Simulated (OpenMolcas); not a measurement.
How methods differ on SiAsNH6 (SMILES N[AsH][SiH3])

SiAsNH6 has 9 atoms, charge 0, and is taken as a singlet. As SMILES, `N[AsH][SiH3]`. The coordinates come from a PBE0-D4/def2-TZVP relaxation. This is one conformer, not always the lowest.

```xyz
9

N    -1.1011    0.7190   -1.1456
As    0.7351    0.4381   -0.9889
Si    0.5573   -1.0647    0.8286
H    -1.3037    1.2914   -1.9543
H    -1.5253    1.1443   -0.3323
H     1.1441    1.5926   -0.0598
H     1.8895   -1.1940    1.4779
H     0.1239   -2.3933    0.3267
H    -0.4312   -0.5797    1.8306
```

Each level gives the energy change with the N1–H5 bond stretched from 1.011 to 2.224 Å (eV). The values are calculated.

```json
{"level": "HF/def2-SVP (restricted)", "kind": "Hartree–Fock", "program": "OpenMolcas", "value (eV)": "6.19", "less CCSD(T)/def2-SVP": "+1.93", "CPU time (all runs)": "21 s"}
{"level": "SVWN5/def2-SVP (restricted)", "kind": "LDA", "program": "OpenMolcas", "value (eV)": "4.63", "less CCSD(T)/def2-SVP": "+0.37", "CPU time (all runs)": "49 s"}
{"level": "BLYP/def2-SVP (restricted)", "kind": "GGA", "program": "OpenMolcas", "value (eV)": "4.32", "less CCSD(T)/def2-SVP": "+0.06", "CPU time (all runs)": "73 s"}
{"level": "r2SCAN/def2-SVP (restricted)", "kind": "meta-GGA", "program": "OpenMolcas", "value (eV)": "4.82", "less CCSD(T)/def2-SVP": "+0.56", "CPU time (all runs)": "94 s"}
{"level": "M06-2X/def2-SVP (restricted)", "kind": "hybrid meta-GGA", "program": "OpenMolcas", "value (eV)": "5.34", "less CCSD(T)/def2-SVP": "+1.08", "CPU time (all runs)": "83 s"}
{"level": "PBE0/def2-SVP (restricted)", "kind": "global hybrid", "program": "OpenMolcas", "value (eV)": "5.12", "less CCSD(T)/def2-SVP": "+0.86", "CPU time (all runs)": "64 s"}
{"level": "B2PLYP/def2-SVP (restricted)", "kind": "double hybrid", "program": "OpenMolcas", "value (eV)": "4.89", "less CCSD(T)/def2-SVP": "+0.63", "CPU time (all runs)": "52 s"}
{"level": "MP2/def2-SVP (restricted)", "kind": "perturbation theory", "program": "OpenMolcas", "value (eV)": "5.09", "less CCSD(T)/def2-SVP": "+0.83", "CPU time (all runs)": "19 s"}
{"level": "CCSD(T)/def2-SVP (restricted)", "kind": "coupled cluster or CI", "program": "OpenMolcas", "value (eV)": "4.26", "less CCSD(T)/def2-SVP": "0.00", "CPU time (all runs)": "3.1 min"}
```

Differences are taken from CCSD(T)/def2-SVP (restricted) for orientation; it has basis-set and higher-order errors of its own. At this stretch a single reference begins to fail. All-electron rows without a relativistic Hamiltonian named are non-relativistic. The first shape isn't each level's own minimum. The values span 4.26 to 6.19 eV. In the correlated wave-function rows the outer d shell of As is correlated, in sets not made for it. Times are those of the runs behind each value, whatever else they computed, on shared processors of several kinds: orders of magnitude only.
